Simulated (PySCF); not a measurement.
# Relaxation of quartet IrOF₂

Level of theory: UPBE0/[Ir def2-SVP with ECP60, O def2-SVP, F def2-SVP], scalar-relativistic core potentials, density fitting, no spin–orbit coupling, PySCF. A (50,194) grid was used.

A hand-made T-shaped (ligand arrangement 2) start, of C2v symmetry, held to at least that symmetry:

```xyz
4
charge 0 multiplicity 4, angstrom
Ir    0.0000    0.0000   -0.1214
O     0.0000    0.0000    1.5986
F     1.8589    0.0000   -0.0565
F    -1.8589    0.0000   -0.0565
```

Question: What does it relax to?

Answer: It ends at C2v with Ir–F 1.862 Å (×2), Ir–O 1.724 Å; F–Ir–F 162.6°, F–Ir–O 98.7° (×2) (after a last refinement on a finer grid). A frequency run shows a minimum.

Question: How much energy is released, and in how many steps?

Answer: 35.4 kJ/mol in 5 steps.

Open d and f shells are described by one determinant, and the ground state may have another occupation or spin. At this level a doublet minimum of C2v symmetry lies 38 kJ/mol below this structure. No spin–orbit coupling is included, which matters more the heavier the element.
